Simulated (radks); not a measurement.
Initial-state core-level shifts of neutral cobalt when its valence configuration changes from [Ar] 3d7 4s2. Calculated with a radial shooting solver on a logarithmic mesh with Libxc functionals: Dirac Kohn-Sham, PBE, spin-unpolarised, spherical densities, point nucleus; open shells are shared between the two j in proportion to 2j + 1. Shifts are changes of the shell-averaged eigenvalues in eV (positive: less bound).

valence               1s       2s       3s       3p
3d6 4s2 4p1       -8.162   -8.928   -7.958   -7.765
3d7 4s1 4p1       -1.870   -1.766   -1.860   -1.865
3d7 4p2           -3.478   -3.274   -3.461   -3.469
3d9               +7.554   +8.522   +7.849   +7.632
3d7 4s1.5 4p0.5   -0.982   -0.929   -0.976   -0.979
3d8 4s1           +4.708   +5.298   +4.798   +4.662
3d6.5 4s2 4p0.5   -3.949   -4.293   -3.893   -3.805
3d5 4s2 4p2      -17.385  -19.208  -16.560  -16.124
3d8.5 4s0.5       +6.371   +7.171   +6.558   +6.376
